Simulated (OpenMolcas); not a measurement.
# Se3+: the spin-orbit constant, worked from levels

```yaml
Program: OpenMolcas 26.06
Basis: ANO-RCC-VTZP [6s5p3d1f]
Scalar_Hamiltonian: DKH2, point nucleus
Active_space: 3 electrons in 8 orbitals (4s 4p 5s 5p)
State_averaging: 2S+1 = 4 odd, 1 root; 2S+1 = 2 odd, 11 roots; 2S+1 = 4 even, 3 roots; 2S+1 = 2 even, 9 roots
Spin-orbit_coupling: RASSI with atomic mean-field integrals over the reference wave functions, term energies averaged over their components
```

Methods: CASSCF; MS-CASPT2, IPEA 0.25 Eh, imaginary shift 0.1 Eh (closed shells correlated: 3d). Measured levels: Moore, Atomic Energy Levels, vol. II, NSRDS-NBS 35 (1971 reprint of NBS Circular 467, 1952).

**The spin-orbit constant.** For the Hund term ²P° of p1, E(J) = (A/2) J(J+1) + constant and ζ = 2S·A = A. From J = 1/2 to J = 3/2 the energy changes by 1.5 A.

| Source | E(3/2) - E(1/2) | A | ζ |
| --- | --- | --- | --- |
| CASSCF | 3923.7 | 2615.8 | 2616 |
| MS-CASPT2 | 3952.9 | 2635.3 | 2635 |
| measured | 4376.0 | 2917.3 | 2917 |

All in cm-1. MS-CASPT2 is off by -9.7 % and CASSCF by -10.3 %. Both methods take the spin-orbit matrix elements from the reference wave functions, so the second can move ζ only through the term energies and any multistate remixing.

Over all roots computed the reference weight is 0.88 to 0.99 in MS-CASPT2; the roots of lowest weight are the least certain, and an intruder state may touch them. The run also gave levels led by 4s² 5p, which use shells meant for correlation; these and all levels above them are left out. Measured partners are found by configuration, term and J. A level has none where our copy of the source lacks it or the pairing is in doubt (some pairs that miss far off the trend of their configuration count as doubtful), and it then counts in no deviation. Levels of configurations outside the active space are missing.

° marks odd parity.
